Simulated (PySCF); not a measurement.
# Correlation energy of Lu²⁺ (lutetium, charge +2)

[Xe] 4f14 6p1, 2P determinant (an excited configuration). All numbers are calculated (PySCF 2.14, scalar relativity by spin-free X2C-1e, in cc-pVDZ-X2C (8s7p5d3f1g, 84 functions)). Frozen: [Kr] 4d10; 23 electrons correlated.

```json
{"level": "CCSD", "correlation energy (mhartree)": "-847.20"}
{"level": "(T)", "correlation energy (mhartree)": "-20.66"}
{"level": "CCSD(T)", "correlation energy (mhartree)": "-867.86"}
```

Diagnostics: T1 = 0.0098, D1 = 0.0353, largest double amplitude 0.024.

Spin-orbit coupling, absent here, splits the open shell strongly.

Cost of the coupled-cluster step: about 19 core-seconds, for 23 correlated electrons.

Iterations:

```
CC2 = 0
CCSD nocc = (np.int64(12), np.int64(11)), nmo = (61, 61)
frozen orbitals [[0, 1, 2, 3, 4, 5, 6, 7, 8, 9, 10, 11, 12, 13, 14, 15, 16, 17, 18, 19, 20, 21, 22], [0, 1, 2, 3, 4, 5, 6, 7, 8, 9, 10, 11, 12, 13, 14, 15, 16, 17, 18, 19, 20, 21, 22]]
max_cycle = 100
direct = 0
conv_tol = 1e-08
conv_tol_normt = 1e-06
diis_space = 8
diis_start_cycle = 0
Init t2, MP2 energy = -0.997158728886287
Init E_corr(UCCSD) = -0.997158728887563
cycle = 1  E_corr(UCCSD) = -0.791124446305755  dE = 0.206034283  norm(t1,t2) = 0.119824
cycle = 2  E_corr(UCCSD) = -0.8655290752372  dE = -0.0744046289  norm(t1,t2) = 0.0570896
cycle = 3  E_corr(UCCSD) = -0.848759018830162  dE = 0.0167700564  norm(t1,t2) = 0.0364664
cycle = 4  E_corr(UCCSD) = -0.846144220827922  dE = 0.002614798  norm(t1,t2) = 0.00404445
cycle = 5  E_corr(UCCSD) = -0.84721451648585  dE = -0.00107029566  norm(t1,t2) = 0.00152995
cycle = 6  E_corr(UCCSD) = -0.847239182737515  dE = -2.46662517e-05  norm(t1,t2) = 0.000446615
cycle = 7  E_corr(UCCSD) = -0.847241782671061  dE = -2.59993355e-06  norm(t1,t2) = 0.00218683
cycle = 8  E_corr(UCCSD) = -0.84718720485203  dE = 5.4577819e-05  norm(t1,t2) = 0.000715167
cycle = 9  E_corr(UCCSD) = -0.847191839905784  dE = -4.63505375e-06  norm(t1,t2) = 4.90678e-05
cycle = 10  E_corr(UCCSD) = -0.847196881996892  dE = -5.04209111e-06  norm(t1,t2) = 2.09106e-05
cycle = 11  E_corr(UCCSD) = -0.847195827485429  dE = 1.05451146e-06  norm(t1,t2) = 1.1313e-05
cycle = 12  E_corr(UCCSD) = -0.847195524208001  dE = 3.03277428e-07  norm(t1,t2) = 4.42812e-06
cycle = 13  E_corr(UCCSD) = -0.847195954526036  dE = -4.30318035e-07  norm(t1,t2) = 1.80132e-06
cycle = 14  E_corr(UCCSD) = -0.847195900049489  dE = 5.44765471e-08  norm(t1,t2) = 1.56083e-06
cycle = 15  E_corr(UCCSD) = -0.84719571507548  dE = 1.84974009e-07  norm(t1,t2) = 1.92486e-06
cycle = 16  E_corr(UCCSD) = -0.847195710230987  dE = 4.84449258e-09  norm(t1,t2) = 8.21053e-07
UCCSD converged
E(UCCSD) = -14558.21849753388  E_corr = -0.8471957102309875
UCCSD(T) correction = -0.0206580465225732
```
